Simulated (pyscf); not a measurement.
This saddle point was located with ωB97X-D3(BJ)/def2-SVP in PySCF.

```xyz
6

O      1.2070     0.1921    -1.3845
As     1.4349     0.9122     0.2409
H      2.4014    -0.1442     0.7868
Si    -0.0222    -0.8515    -0.7383
H      0.7245    -1.8616     0.0983
H     -0.6572     0.1248     0.2671
```

Surface: singlet, charge 0. Lowest wavenumbers (cm⁻¹): 622i, 323, 409, 561, 617.

Question: Name the species on either side of this saddle.

Answer: :HSi–O–AsH₂ [singlet] ⇌ cyclic H₃AsOSi (SMILES O1[SiH2][AsH]1), a rearrangement read from left to right: As–H broken and As–Si, H–Si formed. At CCSD(T)/def2-TZVPP + ΔMP2(QZVPP) it lies +56.2 kJ/mol from the left side and +124.5 kJ/mol from the right (each side as separated species at their lowest minima found). :HSi–O–AsH₂ [singlet] lies 71.5 kJ/mol over its isomer HO–Si:–AsH₂ [singlet], and others may lie lower still (electronic energy, ωB97M-D3(BJ)). One saddle was located; it need not be the lowest between these sides. A restricted solution here is unstable towards spin polarisation, so biradical character is likely and single-reference numbers are less safe. The CCSD(T) − MP2 part came from Ansatz, without density fitting, on the same reference. The frozen core leaves the outer d or s,p core shells of the metals and heavy elements correlated in the MP2 and CC values, and def2-TZVPP describes them poorly, which can shift differences by a few kcal/mol. Elements up to Kr have no core potential and no relativistic terms here.
